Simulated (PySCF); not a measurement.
C₆ coefficients of unlike pairs at UHF

Calculated with PySCF 2.14 from the dipole response of each species, C₆(A,B) = (3/π) ∫ α_A(iu) α_B(iu) du, in atomic units, from isotropic polarisabilities. For ions this is the dispersion term alone; charge-induced terms of lower order in 1/R come first.

```csv
species,configuration,basis,relativity,α (bohr³),C₆ (like pair)
V⁺,[Ar] 3d4 (5D),"aug-cc-pVTZ with one added diffuse shell each of s, p, d, f, g type (9s8p6d4f3g)",none,11.35,41.58
Ar³⁺,[Ne] 3s2 3p3 (4S),"x2c-QZVPPall with one added diffuse shell each of s, p, d, f type (10s7p5d3f1g)",spin-free X2C,3.675,9.980
Xe³⁺,[Kr] 4d10 5s2 5p3 (4S),"aug-cc-pVTZ-PP with one added diffuse shell each of d, f type with ECP28MDF (6s5p5d3f)",core potential,9.733,55.08
Ar,[Ar] (1S),dyall-av3z (19s12p3d2f),none,10.42,60.71
```

(1) Estimate C₆ for Xe³⁺ with Ar³⁺.

No spin-orbit coupling is included.

The other pairs:

| pair | C₆ |
| --- | --- |
| Ar, Ar³⁺ | 24.37 |
| Ar, V⁺ | 49.47 |
| Xe³⁺, V⁺ | 47.11 |
| Ar³⁺, V⁺ | 19.74 |
| Ar, Xe³⁺ | 57.77 |

Results:

(1) The integral gives 23.29. The combination rule 2 C_A C_B / (C_A α_B/α_A + C_B α_A/α_B) gives 23.28 and the geometric mean 23.44.
